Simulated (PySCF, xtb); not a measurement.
C4H6O4Zn, SMILES CC1[O][Zn]2([O]C(C)=[O]->2)<-[O]=1.

GFN2-xTB run with xtb at its own geometry gives an orbital gap of 5.37 eV and a dipole moment of 0.13 D.

Coordinates come from a PBE-D3(BJ)/def2-SVP optimisation. The isomer is the one that the SMILES or the coordinates give; other isomers of the formula were not compared. Other conformers were not sampled.

Problem. What does M06-2X/def2-SVP (PySCF) give? (An estimate is asked for; the answer gives what the named calculation found.)

Solution. gap 10.29 eV (levels -9.99 and 0.31 eV), dipole 0.17 D.
